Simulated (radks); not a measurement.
Spherical jellium clusters: N electrons in a uniform positive sphere of charge N and radius rs N^(1/3), rs = 2.05 bohr. Calculated with a radial shooting solver with Libxc functionals: non-relativistic Kohn-Sham, PBEsol, spin-polarised, spherical densities. Levels are named by radial order and angular momentum (1s, 1p, 1d, 2s, ...), and open shells are averaged over m. Each electron was tried in the lowest free levels, single moves between levels near the top were tried too, and the lowest total energy was kept; such a search can miss a lower state. Energies include the self-energy of the background; IP and EA are vertical (highest electron removed, lowest free level filled), at fixed background; spill-out counts the electrons outside the background radius R, and alpha is the static dipole polarisability from linear response (closed shells only). A dash means not computed or, for alpha, an open shell; in EA it means that no bound solution was reached, which is typical of self-interaction and does not show that the anion is unstable. Real open-shell clusters deform, which this model forbids.

N,open shells,2S,E(N+1) + E(N-1) - 2E(N) (eV),IP (eV),EA (eV),-e(HOMO) (eV),spill-out (e)
1,"1s(up 1, down 0)",1,-,-,-,4.367,0.61
2,none,0,2.890,8.417,-,5.196,0.88
3,"1p(up 1, down 0)",1,-1.109,4.801,-,2.403,1.33
4,"1p(up 2, down 0)",2,-1.099,6.188,-,3.527,1.64
5,"1p(up 3, down 0)",3,0.522,7.058,-,4.330,1.86
6,"1p(up 3, down 1)",2,-1.042,6.242,-,3.847,2.07
7,"1p(up 3, down 2)",1,-0.767,7.113,2.288,4.608,2.24
8,none,0,3.544,7.685,-,5.160,2.38
9,"2s(up 1, down 0)",1,-0.398,3.956,-,2.273,2.82
10,"1d(up 2, down 0)",2,-0.634,4.586,-,2.473,2.92
11,"1d(up 3, down 0)",3,-0.516,5.148,-,3.007,3.12
12,"1d(up 4, down 0)",4,-0.471,5.608,-,3.456,3.30
13,"1d(up 5, down 0)",5,0.216,5.993,-,3.840,3.45
14,"1d(up 5, down 0) 2s(up 1, down 0)",6,0.241,5.678,-,3.743,3.76
15,"1d(up 5, down 1) 2s(up 1, down 0)",5,-0.508,5.590,-,3.591,3.89
16,"1d(up 5, down 2) 2s(up 1, down 0)",4,-0.612,6.005,2.072,3.991,4.02
17,"1d(up 5, down 4)",1,-0.357,6.360,2.378,4.323,3.98
18,none,0,0.133,6.635,2.364,4.604,4.09
19,"2s(up 1, down 0)",1,0.296,6.425,2.231,4.496,4.32
20,none,0,2.473,6.174,-,4.334,4.58
21,"1f(up 1, down 0)",1,-0.334,3.784,-,1.970,4.76
22,"1f(up 2, down 0)",2,-0.317,4.129,-,2.314,4.92
23,"1f(up 3, down 0)",3,-0.300,4.434,-,2.620,5.06
24,"1f(up 4, down 0)",4,-0.283,4.706,-,2.894,5.19
25,"1f(up 5, down 0)",5,-0.267,4.951,-,3.143,5.31
26,"1f(up 6, down 0)",6,-0.251,5.174,-,3.370,5.42
27,"1f(up 7, down 0)",7,0.639,5.377,-,3.579,5.53
28,"1f(up 7, down 1)",6,-,4.688,-,2.951,5.64

All shells are closed at N = 2, 8, 18, 20 (there: 1s2 1p6 1d10 2s2); the second difference of the energy has clear peaks (12 % above both neighbours; the first and last values, which can be the largest, are not judged, and half-filled shells can peak too) at N = 5, 8, 20.
